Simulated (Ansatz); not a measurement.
C3H4AlF (`F[C]1=C[CH2][AlH]1`). Total charge 0; spin multiplicity 1.

```xyz
9

F    -1.963    1.314   -1.086
C    -0.873    0.787   -0.522
C    -0.755   -0.520   -0.220
C     0.588   -0.844    0.413
Al    0.897    1.087    0.169
H    -1.530   -1.267   -0.403
H     1.177   -1.553   -0.174
H     0.498   -1.243    1.426
H     1.961    2.239    0.396
```

Question: Give the diagnostics of a CCSD(T)/def2-TZVPP run (frozen core, the Gaussian-basis code of Ansatz). (Best estimate.)

Answer: Ansatz gave: T1 = 0.0127, largest single amplitude 0.018, largest double 0.067, (T) share of the correlation energy 4.1 %, 10 CCSD cycles. The RHF solution is stable towards an unrestricted one. T1 lies under the customary mark of 0.02 for closed shells.
